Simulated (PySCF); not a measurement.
**CaSe from Hartree–Fock to correlated methods**

State: ¹Σ⁺ (singlet), closed shell. Set-up: PySCF, spin-free X2C with a Gaussian nucleus, basis sets Ca x2c-SVPall, Se x2c-SVPall. De refers to Ca + Se in their high-spin ground configurations, without counterpoise correction. A positive dipole means Ca(−)Se(+).

```tsv
Level	Re (Å)	ωe (cm⁻¹)	De (eV)	μ (D)
RHF	2.477	368	1.02	-12.36
RHF-MP2	2.492	334	2.20	n/a
RHF-SCS-MP2	2.499	330	2.01	n/a
RHF-CCSD	2.496	335	1.85	n/a
RHF-CCSD(T)	2.514	322	2.05	n/a
LDA	2.401	378	4.09	-8.52
PBE	2.435	362	3.47	-8.73
revPBE	2.445	358	3.30	-8.90
TPSS	2.434	368	3.58	-9.36
r²SCAN	2.429	375	3.55	-9.74
PBE0	2.426	375	3.12	-9.89
```

Problem. Which functional lies closest to RHF-CCSD(T) in De, which farthest, and by how much do they differ from it?

Solution. Closest is PBE0 (-8.8 pm in Re, +16.5 % in ωe, +1.07 eV in De against RHF-CCSD(T) in the same basis), farthest LDA (-11.3 pm in Re, +17.4 % in ωe, +2.04 eV in De). CCSD(T) converges more slowly with the basis than the functionals do and binds too weakly in this one, so the order can change at the basis-set limit.

Problem. What does a quarter of exact exchange do here, going from PBE to PBE0?

Solution. PBE0 less PBE: -0.9 pm in Re, +3.6 % in ωe, -0.35 eV in De. Exact exchange removes part of the self-interaction that spreads semilocal densities, and in most molecules shortens and stiffens the bond and lowers De; so it does here.

Problem. What does the step from GGA to meta-GGA do here, going from PBE to r²SCAN?

Solution. r²SCAN less PBE: -0.6 pm in Re, +3.6 % in ωe, +0.08 eV in De. 

Correlated steps freeze 14 core orbitals. Correlated levels converge slowly with the basis: in double zeta they bind strong bonds too weakly, by up to about 1 eV, and carry superposition errors of some tenths. Where the molecule has an RHF reference, its open-shell atoms are computed with UHF. The CCSD T1 diagnostic is raised, a sign that a single reference may not be enough here.
